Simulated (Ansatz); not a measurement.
`[F][AlH2]` + `OP[SiH3]` → `O[P]([AlH2])[SiH3]` + H–F at 298.15 K and 1 bar (ligand exchange at the Al–F bond).

Computed with Ansatz on PBE0-D4/def2-TZVP structures; ΔE is electronic, products minus reactants. CBS: MP2 limit from def2 TZ/QZ plus the TZ coupled-cluster correction, frozen cores. This one scheme is used for every species. Each species was taken in one conformer, which may not be the lowest.

| species | CCSD(T)/CBS energy (Eh) | H − E (kJ/mol) | S (J/(mol·K)) |
| --- | --- | --- | --- |
| `[F][AlH2]` | -343.06661 | 51.4 | 241.2 |
| `OP[SiH3]` | -708.19371 | 144.7 | 310.1 |
| `O[P]([AlH2])[SiH3]` | -950.80994 | 166.0 | 373.4 |
| H–F | -100.39570 | 33.5 | 173.6 |

H − E and S are ideal-gas, rigid-rotor, harmonic terms from PBE0-D4/def2-TZVP, for one conformer and one mirror image of each species. 1 Eh = 2625.50 kJ/mol, R = 8.31446 J/(mol·K).

By hand: ΔE, ΔH, ΔS and ΔG.

ΔE = (-950.80994) + (-100.39570) − (-343.06661) − (-708.19371) = 0.05468 Eh = 143.6 kJ/mol. Δ(H − E) = 166.0 + 33.5 − 51.4 − 144.7 = 3.4, so ΔH = 147.0 kJ/mol. ΔS = 373.4 + 173.6 − 241.2 − 310.1 = -4.3 J/(mol·K). ΔG = 147.0 − 298.15 × (-4.3)/1000 = 148.3 kJ/mol.

By hand: the equilibrium constant, and the temperature at which ΔG would vanish if ΔH and ΔS stayed fixed.

log₁₀ K = −ΔG/(RT ln 10) = -26.0. ΔH and −TΔS have one sign here, so there is no such temperature. One of them is within its doubt of zero, so this could turn.

The number of gas molecules stays the same, so ΔS is small and ΔH decides. A doubt of 5 kJ/mol in ΔE shifts log₁₀ K by 0.9 here. Other conformers and mirror images would add mixing entropy, several J/(mol·K) or more a flexible species. These are equilibria of isolated gas molecules and say nothing of rates. Largest T1 diagnostic: 0.014 (customary marks: 0.02 for closed shells, 0.045 for open ones).
